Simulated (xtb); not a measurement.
I3Zr, doublet, from a rough starting geometry (GFN-xTB shapes and energies of metal compounds can be far from the true ones) (the multiplicity is a formal guess); GFN2-xTB (xtb).

xtb was given this input:
```
$ xtb mol.xyz --gfn 2 --uhf 1 --opt vtight --json

# file mol.xyz
4

Zr     0.04104568    -0.05891550     0.09387342
I     -2.16797873    -1.65957961    -0.33689420
I     -0.13527011     2.51923470    -1.18350888
I      2.27642420    -0.83110174     1.45874017
```

### Question
Write the output that xtb gives for this input, abridged.

### Answer

```
   ID    Z sym.   atoms
    1   40 Zr     1
    2   53 I      2-4

           -------------------------------------------------
          |                Calculation Setup                |
           -------------------------------------------------

           -------------------------------------------------
          |                 G F N 2 - x T B                 |
           -------------------------------------------------

          ...................................................
          :                      SETUP                      :
          :.................................................:
          :  # basis functions                  40          :
          :  # atomic orbitals                  36          :
          :  # shells                           12          :
          :  # electrons                        25          :
          :  max. iterations                   250          :
          :  Hamiltonian                  GFN2-xTB          :
          :  restarted?                      false          :
          :  GBSA solvation                  false          :
          :  PC potential                    false          :
          :  electronic temp.          300.0000000     K    :
          :  accuracy                    1.0000000          :
          :  -> integral cutoff          0.2500000E+02      :
          :  -> integral neglect         0.1000000E-07      :
          :  -> SCF convergence          0.1000000E-05 Eh   :
          :  -> wf. convergence          0.1000000E-03 e    :
          :  Broyden damping             0.4000000          :
          :  net charge                          0          :
          :  unpaired electrons                  1          :
          ...................................................

 iter      E             dE          RMSdq      gap      omega  full diag
   1    -11.2287036 -0.112287E+02  0.329E+01    0.24       0.0  T
   2    -12.5976758 -0.136897E+01  0.156E+01    0.03       1.0  T
   3    -13.1412097 -0.543534E+00  0.123E+01    0.08       1.0  T
   4    -13.0709027  0.703069E-01  0.138E+01    0.07       1.0  T
   5    -13.1962795 -0.125377E+00  0.539E+00    0.07       1.0  T
   6    -13.2178726 -0.215931E-01  0.133E+00    0.07       1.0  T
   7    -13.2196503 -0.177769E-02  0.415E-01    0.07       1.0  T
   8    -13.2196755 -0.251520E-04  0.161E-01    0.07       1.0  T
   9    -13.2196693  0.617672E-05  0.740E-02    0.07       1.0  T
  10    -13.2196755 -0.619542E-05  0.424E-02    0.07       1.2  T
  11    -13.2196768 -0.130723E-05  0.173E-02    0.07       2.9  T
  12    -13.2196768 -0.448536E-07  0.475E-03    0.07      10.5  T
  13    -13.2196768  0.104365E-09  0.619E-03    0.07       8.1  T
  14    -13.2196768 -0.619678E-08  0.118E-03    0.07      42.5  T
  15    -13.2196768  0.209965E-10  0.475E-04    0.07     105.2  T
  16    -13.2196768  0.727329E-10  0.569E-04    0.07      87.9  T

   *** convergence criteria satisfied after 16 iterations ***

         :::::::::::::::::::::::::::::::::::::::::::::::::::::
         ::                     SUMMARY                     ::
         :::::::::::::::::::::::::::::::::::::::::::::::::::::
         :: total energy             -13.181002200027 Eh    ::
         :: gradient norm              0.039464389267 Eh/a0 ::
         :: HOMO-LUMO gap              0.072411587568 eV    ::
         ::.................................................::
         :: SCC energy               -13.219672624488 Eh    ::
         :: -> isotropic ES            0.019622029802 Eh    ::
         :: -> anisotropic ES          0.009581266567 Eh    ::
         :: -> anisotropic XC         -0.016376943575 Eh    ::
         :: -> dispersion             -0.005668352613 Eh    ::
         :: repulsion energy           0.038670424461 Eh    ::
         :: add. restraining           0.000000000000 Eh    ::
         :: total charge              -0.000000000002 e     ::
         :::::::::::::::::::::::::::::::::::::::::::::::::::::

      -----------------------------------------------------------
     |                   =====================                   |
     |                        A N C O P T                        |
     |                   =====================                   |
     |               Approximate Normal Coordinate               |
     |                Rational Function Optimizer                |
      -----------------------------------------------------------
      -----------------------------------------------------------
     |                   =====================                   |
     |                        A N C O P T                        |
     |                   =====================                   |
     |               Approximate Normal Coordinate               |
     |                Rational Function Optimizer                |
      -----------------------------------------------------------

          ...................................................
          :                      SETUP                      :
          :.................................................:
          :   optimization level         verytight          :
          :   max. optcycles                   200          :
          :   ANC micro-cycles                  20          :
          :   degrees of freedom                 6          :
          :.................................................:
          :   RF solver                   davidson          :
          :   write xtbopt.log                true          :
          :   linear?                        false          :
          :   energy convergence         0.1000000E-06 Eh   :
          :   grad. convergence          0.2000000E-03 Eh/α :
          :   maxmium RF displ.          1.0000000          :
          :   Hlow (freq-cutoff)         0.1000000E-01      :
          :   Hmax (freq-cutoff)         5.0000000          :
          :   S6 in model hess.         20.0000000          :
[...]
 * total energy  :   -13.1860272 Eh     change       -0.6445349E-03 Eh
 * total energy  :   -13.1864728 Eh     change       -0.4456278E-03 Eh
 * total energy  :   -13.1867402 Eh     change       -0.2673093E-03 Eh
 * total energy  :   -13.1868313 Eh     change       -0.9115541E-04 Eh
 * total energy  :   -13.1860652 Eh     change        0.7661583E-03 Eh
 * total energy  :   -13.1867698 Eh     change       -0.7046869E-03 Eh
 * total energy  :   -13.1865416 Eh     change        0.2282060E-03 Eh
 * total energy  :   -13.1867924 Eh     change       -0.2507426E-03 Eh
 * total energy  :   -13.1862570 Eh     change        0.5354173E-03 Eh
 * total energy  :   -13.1868342 Eh     change       -0.5772018E-03 Eh
 * total energy  :   -13.1868411 Eh     change       -0.6972908E-05 Eh
 * total energy  :   -13.1868584 Eh     change       -0.1723080E-04 Eh
 * total energy  :   -13.1868584 Eh     change       -0.1354798E-07 Eh
   *** GEOMETRY OPTIMIZATION CONVERGED AFTER 30 ITERATIONS ***
[...]
          :  -> wf. convergence          0.1000000E-03 e    :
          :  Broyden damping             0.4000000          :
          :  net charge                          0          :
          :  unpaired electrons                  1          :
          ...................................................

 iter      E             dE          RMSdq      gap      omega  full diag
   1    -13.2233743 -0.132234E+02  0.803E-05    0.01       0.0  T
   2    -13.2233743 -0.126121E-12  0.592E-05    0.01     845.0  T
   3    -13.2233743 -0.746070E-13  0.149E-05    0.01    3355.0  T

   *** convergence criteria satisfied after 3 iterations ***

         :::::::::::::::::::::::::::::::::::::::::::::::::::::
         ::                     SUMMARY                     ::
         :::::::::::::::::::::::::::::::::::::::::::::::::::::
         :: total energy             -13.186858379343 Eh    ::
         :: gradient norm              0.000070491302 Eh/a0 ::
         :: HOMO-LUMO gap              0.013637878280 eV    ::
         ::.................................................::
         :: SCC energy               -13.223371747106 Eh    ::
         :: -> isotropic ES            0.016415735118 Eh    ::
         :: -> anisotropic ES          0.006993351903 Eh    ::
         :: -> anisotropic XC         -0.032052602754 Eh    ::
         :: -> dispersion             -0.006183269613 Eh    ::
         :: repulsion energy           0.036513367763 Eh    ::
         :: add. restraining           0.000000000000 Eh    ::
         :: total charge               0.000000000000 e     ::
         :::::::::::::::::::::::::::::::::::::::::::::::::::::

           -------------------------------------------------
          |                Property Printout                |
           -------------------------------------------------

    * Orbital Energies and Occupations

         #    Occupation            Energy/Eh            Energy/eV
      -------------------------------------------------------------
         1        2.0000           -0.7997667             -21.7628
         2        2.0000           -0.7997534             -21.7624
         3        2.0000           -0.7924921             -21.5648
         4        2.0000           -0.5612734             -15.2730
         5        2.0000           -0.4748677             -12.9218
         6        2.0000           -0.4705731             -12.8049
         7        2.0000           -0.4705721             -12.8049
         8        2.0000           -0.4452992             -12.1172
         9        2.0000           -0.4452981             -12.1172
        10        2.0000           -0.4429299             -12.0527
        11        2.0000           -0.4429213             -12.0525
        12        2.0000           -0.4417444             -12.0205
        13        0.4131           -0.3421634              -9.3107 (HOMO)
        14        0.2934           -0.3416623              -9.2971 (LUMO)
        15        0.2934           -0.3416618              -9.2971
        16        0.0001           -0.3331328              -9.0650
        17        0.0001           -0.3331301              -9.0649
        18                         -0.2170698              -5.9068
        19                          0.0006255               0.0170
        20                          0.0006270               0.0171
        21                          0.0052850               0.1438
        22                          0.0072707               0.1978
        23                          0.0093985               0.2557
        24                          0.0100833               0.2744
       ...                                ...                  ...
        36                          1.3835511              37.6483
      -------------------------------------------------------------
                  HL-Gap            0.0005012 Eh            0.0136 eV
             Fermi-level           -0.3672255 Eh           -9.9927 eV

     #   Z          covCN         q      C6AA      α(0)
     1  40 Zr       2.375     0.641   444.391    48.365
     2  53 I        0.798    -0.214   387.534    33.984
     3  53 I        0.798    -0.214   387.531    33.984
     4  53 I        0.798    -0.214   387.531    33.984

 Mol. C6AA /au·bohr⁶  :       6347.025739
 Mol. C8AA /au·bohr⁸  :     692048.965289
 Mol. α(0) /au        :        150.318554

Wiberg/Mayer (AO) data.
largest (>0.10) Wiberg bond orders for each atom

 ---------------------------------------------------------------------------
     #   Z sym  total        # sym  WBO       # sym  WBO       # sym  WBO
 ---------------------------------------------------------------------------
     1  40 Zr   3.282 --     3 I    1.094     4 I    1.094     2 I    1.094
     2  53 I    1.239 --     1 Zr   1.094
     3  53 I    1.239 --     1 Zr   1.094
     4  53 I    1.239 --     1 Zr   1.094
 ---------------------------------------------------------------------------

Topologies differ in total number of bonds
Writing topology from bond orders to xtbtopo.mol

molecular dipole:
                 x           y           z       tot (Debye)
 q only:       -0.558       0.535       1.113
   full:       -1.559       1.492       3.107       9.616
molecular quadrupole (traceless):
                xx          xy          yy          xz          yz          zz
 q only:       -2.203      -2.157      -2.405      -4.527       4.318       4.608
  q+dip:       -6.414      -6.283      -7.004     -13.188      12.583      13.418
   full:       -6.923      -6.789      -7.557     -14.242      13.591      14.480

optimized geometry written to: xtbopt.xyz

           -------------------------------------------------
          | TOTAL ENERGY              -13.186858379343 Eh   |
          | GRADIENT NORM               0.000070491302 Eh/α |
          | HOMO-LUMO GAP               0.013637878280 eV   |
           -------------------------------------------------

normal termination of xtb
```
